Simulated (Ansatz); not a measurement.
`N[SiH2][SnH3]` + `N[SiH](O)F` → `N[SiH](F)[O][SnH3]` + `N[SiH3]`  (cleavage of the Sn–Si bond)

Computed with Ansatz on PBE0-D4/def2-TZVP structures; ΔE is electronic, products minus reactants. CCSD(T)/CBS is the MP2 limit (def2-TZVPP, def2-QZVPP) plus CCSD(T) − MP2 in def2-TZVPP, frozen cores. This one scheme is used for every species. Functionals use def2-TZVPP. B3LYP here is the variant with VWN-RPA as its local correlation; programs differ in this. def2 core potentials past Kr. For Sn outer-core shells are correlated without core-valence functions, which leaves a few kJ/mol of doubt a bond. Each species was taken in one conformer, which may not be the lowest.

`N[SiH2][SnH3]`:

Z-matrix (Å, degrees):
```
Si
Sn 1 2.563
N 1 1.724 2 108.1
H 1 1.496 2 108.4 3 -126.1
H 1 1.487 2 110.6 3 117.4
H 2 1.709 1 111.7 3 167.6
H 2 1.712 1 110.3 3 48.2
H 2 1.708 1 111.9 3 -71.3
H 3 1.008 1 119.5 2 167.3
H 3 1.007 1 119.8 2 -50.1
```

`N[SiH](O)F`:

Z-matrix (Å, degrees):
```
Si
O 1 1.629
F 1 1.596 2 112.6
N 1 1.699 2 110.7 3 116.3
H 1 1.474 2 104.5 3 -115.6
H 2 0.959 1 117.0 3 -71.5
H 4 1.007 1 120.5 2 -153.1
H 4 1.006 1 121.6 2 56.5
```

`N[SiH](F)[O][SnH3]`:

```xyz
11

N    -1.212    0.664   -1.007
Si   -0.475    1.197    0.442
F     0.561    2.312   -0.047
O     0.256   -0.037    1.172
Sn    1.209   -1.548    0.322
H    -1.963   -0.007   -0.984
H    -1.324    1.307   -1.775
H    -1.353    1.852    1.433
H     0.008   -2.619   -0.236
H     2.180   -0.925   -0.927
H     2.113   -2.198    1.608
```

`N[SiH3]`:

```xyz
7

N     0.609   -0.404   -0.777
Si   -0.303    0.201    0.550
H     1.149    0.232   -1.341
H     0.232   -1.148   -1.343
H     0.588    1.073    1.357
H    -1.513    1.005    0.199
H    -0.763   -0.960    1.355
```

| level | ΔE (kcal/mol) | difference from CCSD(T)/CBS |
| --- | --- | --- |
| r2SCAN-D4 | -3.3 | 1.2 |
| PBE0-D4 | -0.6 | 3.9 |
| ωB97X-V | -4.7 | -0.2 |
| ωB97M-V | -4.0 | 0.5 |
| B2PLYP | -4.6 | -0.1 |
| PBE | 0.0 | 4.5 |
| r2SCAN | -3.2 | 1.3 |
| B3LYP | -3.5 | 1.0 |
| HF/def2-TZVPP | -7.7 | -3.2 |
| MP2/def2-TZVPP | -4.7 | -0.2 |
| CCSD/def2-TZVPP | -4.6 | -0.1 |
| HF/def2-QZVPP | -8.3 | -3.8 |
| SCS-MP2/def2-QZVPP | -6.5 | -2.0 |
| HF/CBS(def2) | -8.4 | -3.9 |
| MP2/CBS(def2) | -4.6 | -0.1 |
| CCSD/CBS(def2) | -4.5 | 0.0 |
| CCSD(T)/CBS | -4.5 | 0 |

Largest T1 diagnostic among the species: 0.013.

In def2-TZVPP, CCSD(T) changes the Hartree–Fock value by +3.1 kcal/mol (the triples alone add −0.0 kcal/mol) and MP2 by +3.0 kcal/mol.
